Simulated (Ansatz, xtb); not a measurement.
C6H5N3: which of two isomers lies lower

Structure X is `Cc1cnc(C#N)cn1`, a singlet and structure Y is `Cc1nccnc1C#N`, a singlet. Both are isolated molecules in the gas phase, relaxed with B3LYP/def2-SVP.

Question: Estimate which is lower in electronic energy at CCSD(T)/def2-SVP + ΔMP2/def2-TZVPP, and by roughly how much.

Answer: CCSD(T)/def2-SVP + ΔMP2/def2-TZVPP gives E(Y) − E(X) = −0.032 eV, slightly favouring structure Y, which is too small a margin to settle the true order.

The same difference at several levels:

```csv
level,geometry,E(Y) − E(X) (eV),departure from the last row (eV),"job, with rough time for the two"
GFN2-xTB,GFN2-xTB,−0.012,+0.019,"optimisation, 0.19 s"
HF/STO-3G,GFN2-xTB,+0.001,+0.032,"single point, 0.78 s"
r2SCAN-D4/def2-SVP,GFN2-xTB,−0.031,0.000,"single point, 8.7 s"
B3LYP/def2-SVP,B3LYP/def2-SVP,−0.006,+0.025,"optimisation, 72 s"
HF/def2-SVP,B3LYP/def2-SVP,+0.008,+0.040,part of the CCSD(T) run
MP2/def2-SVP,B3LYP/def2-SVP,−0.026,+0.006,part of the CCSD(T) run
CCSD(T)/def2-SVP,B3LYP/def2-SVP,−0.018,+0.014,single point
CCSD(T)/def2-SVP + ΔMP2/def2-TZVPP,B3LYP/def2-SVP,−0.032,,"single point, 3.9 min"
```

As drawn, both hold the same kinds of bond in the same numbers.

The largest departure from CCSD(T)/def2-SVP + ΔMP2/def2-TZVPP is that of HF/def2-SVP, 0.040 eV. The last row adds to CCSD(T) the change of the MP2 difference between the two basis sets, here −0.014 eV.

With thermal terms from frequencies at re-optimised GFN2-xTB minima (ideal gas, soft modes damped towards free rotors, one conformer each, 298.15 K, 1 atm): the zero-point term adds +0.001 eV; ΔH is −0.032 and ΔG −0.029 eV.

The correlated steps freeze 9 core orbitals. Codes used: Ansatz 0.2.0, xtb 6.7.1; the last row on 2 threads of Arm Neoverse V1 on a shared host.
